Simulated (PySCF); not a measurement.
Point-charge models of `O=C1CC[PH](=S)CC1` against its computed dipole.

Coordinates (GFN2-xTB, Å) and charges (e) from the PBE0/pcSseg-1 density (PySCF):

```tsv
atom	x	y	z	Mulliken	IAO	Hirshfeld	ESP-fitted
O1	1.833	-1.870	0.524	-0.3370	-0.3984	-0.2323	-0.4963
C2	1.118	-1.061	-0.006	+0.2033	+0.3874	+0.1696	+0.5596
C3	1.497	0.401	-0.136	-0.2278	-0.3187	-0.0787	-0.1719
C4	0.554	1.288	0.681	-0.4033	-0.4806	-0.1016	-0.1429
P5	-1.133	1.084	-0.028	+0.3567	+0.9464	+0.3226	+0.0329
S6	-1.385	1.761	-1.816	-0.3602	-0.6004	-0.3095	-0.3325
C7	-1.364	-0.730	0.187	-0.4035	-0.4806	-0.1015	-0.1014
C8	-0.236	-1.423	-0.583	-0.2274	-0.3187	-0.0787	-0.1452
H9	2.528	0.529	0.202	+0.1503	+0.1649	+0.0516	+0.0764
H10	1.429	0.693	-1.189	+0.1645	+0.1647	+0.0443	+0.0760
H11	0.560	1.005	1.736	+0.1592	+0.1561	+0.0512	+0.1070
H12	0.852	2.336	0.593	+0.1813	+0.1713	+0.0567	+0.1175
H13	-1.953	1.616	0.977	+0.0890	-0.0506	+0.0031	+0.0952
H14	-1.339	-0.994	1.247	+0.1592	+0.1561	+0.0512	+0.0909
H15	-2.334	-1.017	-0.228	+0.1813	+0.1713	+0.0567	+0.1040
H16	-0.274	-1.100	-1.628	+0.1645	+0.1647	+0.0442	+0.0665
H17	-0.358	-2.507	-0.542	+0.1502	+0.1649	+0.0516	+0.0642
```

Form Σ q r in debye for every column and set it beside the full dipole.

The full density gives (-0.69, 0.03, 2.55) D, 2.64 D in size; dipole vectors point from the negative to the positive end.

```json
{"scheme": "Mulliken", "μx": "-1.47", "μy": "0.94", "μz": "1.89", "size (D)": "2.57", "share of the full size (%)": "97", "angle to the full dipole (°)": "30"}
{"scheme": "IAO", "μx": "-1.34", "μy": "0.54", "μz": "2.99", "size (D)": "3.33", "share of the full size (%)": "126", "angle to the full dipole (°)": "13"}
{"scheme": "Hirshfeld", "μx": "-0.75", "μy": "0.21", "μz": "2.08", "size (D)": "2.22", "share of the full size (%)": "84", "angle to the full dipole (°)": "7"}
{"scheme": "ESP-fitted", "μx": "-0.74", "μy": "0.05", "μz": "2.65", "size (D)": "2.75", "share of the full size (%)": "104", "angle to the full dipole (°)": "1"}
```

Which set comes closest?

Length of the difference vector: ESP-fitted 0.11 D, Hirshfeld 0.51 D, IAO 0.94 D, Mulliken 1.37 D. Closest: ESP-fitted. ESP charges are fitted to the potential around the molecule, whose slowest-falling term is the dipole's. The schemes that divide the density aren't constrained to reproduce the dipole.

What is left for the Hirshfeld atoms' own dipoles?

The Hirshfeld atoms' densities add up to the full density, so μ = Σ q r + Σ (atomic dipoles). The atomic dipoles sum to (-0.69, 0.03, 2.55) − (-0.75, 0.21, 2.08) = (0.06, -0.18, 0.47) D, 0.51 D in size.

With the origin at the mean of the coordinates, (0.000, 0.001, -0.001) Å, which are the largest single terms, by size, of the IAO dipole along the direction of the full one?

S6 +3.96, P5 +1.28, C4 -1.22, C7 -1.22, H16 -1.20 D; all 17 atoms together +3.25 D. The single terms depend on the origin, their sum doesn't.

Give the size of the full dipole in other units.

2.64 D = 1.040 au = 0.550 e·Å = 8.82 × 10⁻³⁰ C·m.

Geometry: GFN2-xTB, one conformer, isolated molecule.
